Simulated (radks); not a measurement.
The numbers below are computed, except where a source is named.
Species: the lead ion Pb+. Configuration: [Hg] 6p1. Level of theory: Dirac Kohn-Sham, PBEsol, spin-unpolarised, spherical densities, point nucleus; open shells are shared between the two j in proportion to 2j + 1 (a radial shooting solver on a logarithmic mesh with Libxc functionals).

Unscreened Slater integrals over Kohn-Sham orbitals (cm^-1). Large and small components are both included.

F0(6p3/2,6p3/2): 64084
F2(6p3/2,6p3/2): 34486
F0(6p3/2,6p1/2): 67620
G2(6p3/2,6p1/2): 35287
F0(6p3/2,6s1/2): 72779
G1(6p3/2,6s1/2): 41718
F0(6p3/2,5d5/2): 79850
F2(6p3/2,5d5/2): 23549
G1(6p3/2,5d5/2): 9188.2
G3(6p3/2,5d5/2): 7648.5
F0(6p1/2,6p1/2): 72032
F0(6p1/2,6s1/2): 78713
G1(6p1/2,6s1/2): 51580
F0(6p1/2,5d5/2): 88557
G3(6p1/2,5d5/2): 11608
F0(6s1/2,6s1/2): 88213
F0(6s1/2,5d5/2): 104450
G2(6s1/2,5d5/2): 23293
F0(5d5/2,5d5/2): 150120
F2(5d5/2,5d5/2): 77985
F4(5d5/2,5d5/2): 51874
